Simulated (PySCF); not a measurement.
Mg(F)(NMe2) (C₂H₆FMgN), SMILES [F][Mg][N](C)C.

The structure is a stationary point at B3LYP-D3(BJ)/def2-SVP. The values are those of a single conformer.

These are PySCF with PBE/def2-TZVP values and carry that method's errors.

Symmetry labels are those of the subgroup C2v that the program uses (full group C2v).

List the valence orbital energies around the gap with their symmetry. (Estimate from the structure and the level; the computed values follow.)


```json
[
 {"orbital": "HOMO−7", "symmetry": "B1", "energy (eV)": "-10.56"},
 {"orbital": "HOMO−6", "symmetry": "A2", "energy (eV)": "-9.06"},
 {"orbital": "HOMO−5", "symmetry": "B2", "energy (eV)": "-8.67"},
 {"orbital": "HOMO−4", "symmetry": "A1", "energy (eV)": "-8.63"},
 {"orbital": "HOMO−3", "symmetry": "B2", "energy (eV)": "-7.93"},
 {"orbital": "HOMO−2", "symmetry": "B1", "energy (eV)": "-7.92"},
 {"orbital": "HOMO−1", "symmetry": "A1", "energy (eV)": "-7.22"},
 {"orbital": "HOMO", "symmetry": "B1", "energy (eV)": "-4.48"},
 {"orbital": "LUMO", "symmetry": "A1", "energy (eV)": "-2.06"},
 {"orbital": "LUMO+1", "symmetry": "B2", "energy (eV)": "-0.49"},
 {"orbital": "LUMO+2", "symmetry": "B1", "energy (eV)": "-0.13"},
 {"orbital": "LUMO+3", "symmetry": "A1", "energy (eV)": "0.58"}
]
```
